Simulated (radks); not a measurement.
Problem. All-electron atom: Ho VII in [Kr] 4d10 4f9 5s2 5p4. Method: Dirac Kohn-Sham, revPBE, spin-unpolarised, spherical densities, finite nucleus; open shells are shared between the two j in proportion to 2j + 1; Fermi nuclear charge, rms radius 5.2022 fm; computed with a radial shooting solver on a logarithmic mesh with Libxc functionals.

Spin-orbit splittings of the eigenvalues, e(l+1/2) - e(l-1/2), with zeta = 2 splitting/(2l+1) and mean radii in bohr:

shell  occ.  splitting (eV)  zeta (eV)  <r> j=l-1/2  <r> j=l+1/2
2p        6           856.8      571.2      0.07290      0.08007
3p        6           179.0      119.3       0.2191       0.2326
3d       10           39.09      15.64       0.2054       0.2096
4p        6           40.40      26.94       0.5269       0.5573
4d       10           7.396      2.958       0.5852       0.5957
4f        9           1.149     0.3283       0.7195       0.7274
5p        4           6.729      4.486        1.295        1.365
5d        0          0.9080     0.3632        1.674        1.698
5f        0          0.1068    0.03051        2.606        2.617
6p        0               ?          ?        2.682        2.781

Estimate the 6p splitting.

Solution. 1.835 eV (zeta = 1.223 eV).
